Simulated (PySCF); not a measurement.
Several molecules and their computed UV-vis stick spectra, shuffled. Level of theory: PySCF, TDDFT CAM-B3LYP/def2-SVPD, vertical, gas phase, core orbitals frozen in the response. Geometries: GFN2-xTB; one conformer of each isolated species. Triplets are in the Tamm–Dancoff approximation.

A. `FC(F)(F)Cn1nccn1`
B. `C[Si@@H]1N[Si@H](O)N[SiH2]1`
C. `FC(F)(F)c1ccccp1`

Lowest singlet levels (six at most, fewer where fewer were computed) with oscillator strengths:

1. 256 nm (f 0.020); 244 nm (f 0.017); 238 nm (f 0.094); 216 nm (f 0.001); 202 nm (f 0.345); 191 nm (f 0.000); T1 3.20 eV
2. 193 nm (f 0.000); 186 nm (f 0.203); 169 nm (f 0.012); 165 nm (f 0.037); 155 nm (f 0.046); 145 nm (f 0.196); T1 5.00 eV
3. 206 nm (f 0.002); 192 nm (f 0.006); 185 nm (f 0.018); 180 nm (f 0.028); 173 nm (f 0.034); 172 nm (f 0.009); T1 5.76 eV

Question: Which spectrum belongs to which structure?

Answer: 1 = C, 2 = A, 3 = B.
- A: S1 at 6.41 eV, HOMO-2→LUMO (95%); Löwdin shares by element: HOMO carbon 48% or more, nitrogen 32% or more (atoms not listed hold the other 20%); LUMO nitrogen 64%, carbon 11% or more (atoms not listed hold the other 25%); HOMO -9.51 and LUMO 0.46 eV; point group Cs, 1 of its 6 listed states under f = 0.0005.
- B: S1 at 6.02 eV, HOMO→LUMO (82%); Löwdin shares by element: HOMO nitrogen 61%, silicon 12% or more (atoms not listed hold the other 26%); LUMO silicon 50%, oxygen 7% (atoms not listed hold the other 43%); HOMO -8.57 and LUMO 0.61 eV.
- C: S1 at 4.84 eV, HOMO→LUMO+1 (45%), HOMO-1→LUMO (33%), HOMO→LUMO (17%); Löwdin shares by element: HOMO carbon 48% or more, phosphorus 28% (atoms not listed hold the other 23%); LUMO carbon 44% or more, phosphorus 36% (atoms not listed hold the other 20%); HOMO -8.83 and LUMO -1.04 eV.
